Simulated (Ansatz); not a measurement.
Basis-set extrapolation for C2H7N3Si, SMILES `C[SiH](N)NC#N` (PBE0-D4/def2-TZVP geometry, frozen core, the Gaussian-basis code of Ansatz). Multiplicity 1, RHF reference.

```
                      def2-TZVPP   def2-QZVPP
                 HF  -532.272359  -532.292687
    MP2 correlation    -1.053767    -1.126936
CCSD(T) correlation    -1.136494      not run
```

Energies in hartree. Use E(X) = E(∞) + A·exp(−7.88·√X) for Hartree–Fock and E(X) = E(∞) + B·X^(−2.97) for correlation, with X = 3 and 4, and add CCSD(T) minus MP2 of the smaller set to the MP2 limit.

Task: What is the CCSD(T) energy at the basis-set limit?

Result: HF limit: -532.292687 + (-0.020328) × 0.13774 = -532.29549. MP2 limit: -1.126936 + (-0.073169) × 0.74074 = -1.18114. Higher-order term: -1.136494 − (-1.053767) = -0.08273. Total: -533.55936 hartree, 395.2 kJ/mol below CCSD(T)/def2-TZVPP.
